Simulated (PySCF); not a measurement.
# Removing an electron from `C=[CH][Ge@@H]([CH3])[CH2][GeH3]`

Compound: C4H12Ge2.
Structure used (PBE0-D3(BJ)/def2-SVP), in Å, numbered top down from 1:
```
atom  x, y, z in Å
C1    -1.3157    2.3340    0.3606
C2    -1.1612    1.2085   -0.3432
Ge3   -0.5093   -0.4561    0.4182
C4    -1.8027   -1.8949    0.1382
C5     1.1950   -0.9427   -0.4215
Ge6    2.6118    0.3901   -0.2267
H7    -1.6773    3.2625   -0.0965
H8    -1.0856    2.3821    1.4314
H9    -1.4082    1.2262   -1.4136
H10   -0.2845   -0.2112    1.9284
H11   -2.0374   -1.9885   -0.9329
H12   -1.3943   -2.8546    0.4881
H13   -2.7365   -1.6908    0.6818
H14    1.5437   -1.8942    0.0121
H15    1.0242   -1.1188   -1.4963
H16    3.9204   -0.1140   -0.8721
H17    2.8765    0.6643    1.2676
H18    2.2047    1.7113   -0.9060
```

Level: wB97X-D/def2-SVPD (PySCF). Frontier orbitals with their largest atomic shares (Löwdin; up to four atoms above 4 %):

| orbital | ε (eV) | main atoms |
| --- | --- | --- |
| HOMO−3 | -10.61 | Ge3 26 %, H10 26 %, C5 11 %, C2 9 % |
| HOMO−2 | -10.23 | C2 18 %, C5 17 %, C1 15 %, Ge6 13 % |
| HOMO−1 | -10.18 | C2 25 %, Ge3 17 %, C5 12 %, C1 12 % |
| HOMO | -9.46 | ? |
| LUMO | 1.52 | C1 34 %, C2 30 %, Ge3 6 %, H7 5 % |
| LUMO+1 | 2.00 | Ge6 42 %, Ge3 10 %, H16 7 %, H17 6 % |
| LUMO+2 | 2.15 | Ge6 20 %, Ge3 14 %, C4 12 %, C5 8 % |

Question: What vertical ionisation energy does ΔSCF give, and how far is −ε(HOMO) from it?

Answer: ΔSCF: 9.55 eV (921 kJ/mol; threshold wavelength 130 nm); ⟨S²⟩ of the doublet left behind is 0.765, against 0.75 for a pure doublet. −ε(HOMO) is 9.46 eV, 0.09 eV below it. For the exact functional −ε(HOMO) would equal the first vertical ionisation energy; wB97X-D (range-separated hybrid) comes within 0.09 eV of that here.

Question: On which atoms does the HOMO lie?

Answer: C1 (terminal =CH2 carbon) 24 %, C2 (alkene CH carbon) 23 %, C5 (sp3 carbon bound to germanium) 14 %, C4 (sp3 carbon bound to germanium) 11 %, so no atom holds as much as 40 %. The HOMO−1 lies 0.72 eV lower.

Question: Shift the occupied levels rigidly so that −ε(HOMO) equals the ΔSCF value. What binding energies result?

Answer: The shift is +0.09 eV: HOMO 9.55, HOMO−1 10.27, HOMO−2 10.32, HOMO−3 10.70 eV. A rigid shift is only a rough guide to the deeper ionisations.

Question: What total energies stand behind the ΔSCF value?

Answer: E(N) = -4313.07808 Eh and E(N − 1) = -4312.72730 Eh at the same geometry, 0.35078 Eh apart.

Question: What kinetic energy would electrons from this vertical process carry with Lyman-α light (10.199 eV)?

Answer: 10.20 − 9.55 = 0.65 eV.

Question: How many of the 10 lowest singlet excitations (vertical TDDFT, same level) lie below the ionisation energy?

Answer: All 10; they run from 6.60 to 8.41 eV.

Isolated species at its PBE0-D3(BJ)/def2-SVP geometry (one conformer only). The calculation is non-relativistic, for germanium too.

The pairwise dispersion term of wB97X-D wasn't added to the energies; at a given geometry it leaves orbitals and properties as they are.
